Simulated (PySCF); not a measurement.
FGe, SMILES [F][Ge] (connectivity only; charge and spin as stated), charge +1, multiplicity 1.

Geometry: PBE0-D3(BJ)/def2-TZVPD. The multiplicity is an assumed one; other spin states were not compared.

Calculation: TDA-CAM-B3LYP/def2-TZVPD (PySCF 2.14.0).

Vertical excitations; the highest root listed may be one member of a degenerate set. Gas-phase values at a fixed geometry. State labels are in the subgroup C2v.

Computed UV-visible absorptions:
| state | symmetry | energy (eV) | λ (nm) | f | main pairs |
|---|---|---|---|---|---|
| S1 | B1 | 7.04 | 176 | 0.151 | HOMO→LUMO (degenerate set) |
| S2 | B2 | 7.04 | 176 | 0.151 | HOMO→LUMO+1 (degenerate set) |
| S3 | A2 | 7.63 | 163 | 0.000 | HOMO−1→LUMO 50 %, HOMO−2→LUMO+1 50 % |
| S4 | A2 | 7.78 | 159 | 0.000 | HOMO−2→LUMO+1, HOMO−1→LUMO (degenerate set) |
| S5 | A1 | 7.78 | 159 | 0.000 | HOMO−2→LUMO, HOMO−1→LUMO+1 (degenerate set) |
| S6 | A1 | 9.10 | 136 | 0.000 | HOMO−1→LUMO+1 35 %, HOMO−2→LUMO 35 %, HOMO→LUMO+2 26 % |
| S7 | B2 | 11.14 | 111 | 0.001 | HOMO−1→LUMO+2 (degenerate set) |
| S8 | B1 | 11.14 | 111 | 0.001 | HOMO−2→LUMO+2 (degenerate set) |
| S9 | A1 | 11.86 | 105 | 1.171 | HOMO→LUMO+2 69 %, HOMO−1→LUMO+1 11 %, HOMO−2→LUMO 11 % |
| S10 | B1 | 12.22 | 101 | 0.509 | HOMO−3→LUMO 85 % |
| T1 | B1 | 5.01 | 247 | 0 | HOMO→LUMO (degenerate set) |
| T2 | B2 | 5.01 | 247 | 0 | HOMO→LUMO+1 (degenerate set) |
| T3 | A1 | 7.14 | 174 | 0 | HOMO−2→LUMO 49 %, HOMO−1→LUMO+1 49 % |
| T4 | A2 | 7.35 | 169 | 0 | HOMO−1→LUMO 49 %, HOMO−2→LUMO+1 49 % |
Triplets are in the Tamm–Dancoff approximation.
